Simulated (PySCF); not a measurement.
IIn, SMILES [In][I] (connectivity only; charge and spin as stated), charge +1, multiplicity 2.

Geometry: PBE0-D3(BJ)/def2-TZVP. The multiplicity is an assumed one; other spin states were not compared. The def2 effective core potentials stand for the cores of I, In; spin–orbit coupling is left out.

Computed with PBE/def2-TZVPD run with PySCF.

Isolated molecule, no solvent.

| Property | Value |
|---|---|
| total energy | -487.59764 hartree |
| point group | C∞v |
| α spin, highest occupied and lowest empty level | -11.82 and -7.69 eV |
| β spin, highest occupied and lowest empty level | -11.50 and -11.36 eV |
| dipole moment about the centre of nuclear charge | 3.98 D |
| ⟨S²⟩ | 0.753 (pure state 0.75) |
